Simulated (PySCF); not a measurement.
ZnTe: energy against distance

Set-up: PySCF, scalar-relativistic core potentials, basis sets Zn def2-SVP, Te def2-SVP with ECP28. Energies in eV from Zn + Te in their ground configurations at the same level. State: ¹Σ⁺ (singlet), closed shell.

All columns are PBE0. A positive dipole means Zn(−)Te(+).

| R (Å) | E (eV) | μ (D) | Mulliken charge on Zn (basis-dependent) | HOMO (eV) | LUMO (eV) | Mayer bond order | ⟨S²⟩ |
| --- | --- | --- | --- | --- | --- | --- | --- |
| 2.042 | 0.045 | -4.61 | 0.36 | -5.97 | -3.29 | 1.95 | 0.00 |
| 2.138 | -0.528 | -4.87 | 0.38 | -5.85 | -3.43 | 1.83 | 0.00 |
| 2.232 | -0.830 | -5.10 | 0.39 | -5.74 | -3.57 | 1.72 | 0.00 |
| 2.304 | -0.931 | -5.25 | 0.40 | -5.68 | -3.66 | 1.64 | 0.00 |
| 2.375 | -0.955 | -5.38 | 0.41 | -5.62 | -3.74 | 1.55 | 0.00 |
| 2.446 | -0.923 | -5.49 | 0.42 | -5.56 | -3.82 | 1.47 | 0.00 |
| 2.541 | -0.821 | -5.60 | 0.43 | -5.51 | -3.92 | 1.36 | 0.00 |
| 2.660 | -0.636 | -5.68 | 0.43 | -5.46 | -4.03 | 1.23 | 0.00 |
| 2.803 | -0.378 | -5.71 | 0.42 | -5.42 | -4.14 | 1.08 | 0.00 |
| 2.993 | -0.032 | -5.62 | 0.39 | -5.41 | -4.26 | 0.91 | 0.00 |

A fit through these points gives, at Re = 2.366 Å, μ = -5.36 D and dμ/dR = -1.71 D/Å; the reduced mass is 42.84 u.

**Question.** How strong is the fundamental in the double-harmonic approximation, I = 42.26·(dμ/dR)²/μred km/mol?

**Answer.** I = 42.26·(-1.71)²/42.84 = 2.88 km/mol at PBE0.

Spin–orbit coupling is left out, which matters for elements this heavy, above all for dissociation energies.
